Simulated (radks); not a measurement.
Question: These are the eigenvalues of the occupied orbitals of an atom or ion with whole-number occupations (eV). Method: scalar-relativistic Kohn-Sham, PBE, spin-polarised, spherical densities, point nucleus; computed with a radial shooting solver on a logarithmic mesh with Libxc functionals.

| orbital | eigenvalue |
|---|---|
| 1s down | -4428.008 |
| 1s up | -4428.007 |
| 2s down | -505.7093 |
| 2s up | -505.7086 |
| 2p down | -419.5856 |
| 2p up | -419.5847 |
| 3s up | -84.6019 |
| 3s down | -84.5967 |
| 3p up | -62.7795 |
| 3p down | -62.7695 |
| 7f up | -2.4434 |

Which element is it, and in what charge state? The configuration may be excited. Open shells, if any, are filled with parallel spins first.

Answer: Z = 21, scandium, charge +2: Sc2+ in [Ar] 7f1. The list shows which subshells hold electrons but not how many an open one holds; the 1s level, -162.73 hartree, gives Z - s = 18.0 by -(Z - s)^2/2, which with screening and relativity narrows Z to a few neighbours, and the depths of the outer levels then fix element, charge and occupations together.
